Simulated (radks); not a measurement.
Spherical quantum dot in the effective-mass picture: electrons in a hard-walled sphere of radius 1.96, with a point charge +1 (a donor) at the centre, all in effective atomic units (hartree* = m*/eps^2 hartree, bohr* = eps/m* bohr), one dielectric constant everywhere. Calculated with a radial shooting solver with Libxc functionals: non-relativistic Kohn-Sham, LDA (Slater exchange, Perdew-Wang correlation), spin-polarised, spherical densities. Levels are named by radial order and angular momentum (1s, 1p, 1d, 2s, ...), and open shells are averaged over m. Results are scaled to m* = 0.466 and eps = 17.1, for which hartree* = 43.37 meV and bohr* = 1.942 nm.

N = 4, configuration 1s2 1p(up 2, down 0). This is the lowest configuration that the search found. Occupied and some empty levels:

level    occupation  eigenvalue (meV)  <r> (nm)
1s up             1            118.68     1.826
1s down           1            125.26     1.811
1p up             2            181.31     2.267
1p down           0            188.81     2.266
1d up             0            253.84     2.481
1d down           0            261.35     2.483
2s up             0            270.07     1.863
2s down           0            275.07     1.872
1f up             0            340.75     2.624
1f down           0            348.09     2.627

Energy (meV): total 342.178, kinetic 343.23, external -200.31, Hartree 294.09, exchange-correlation -94.829.
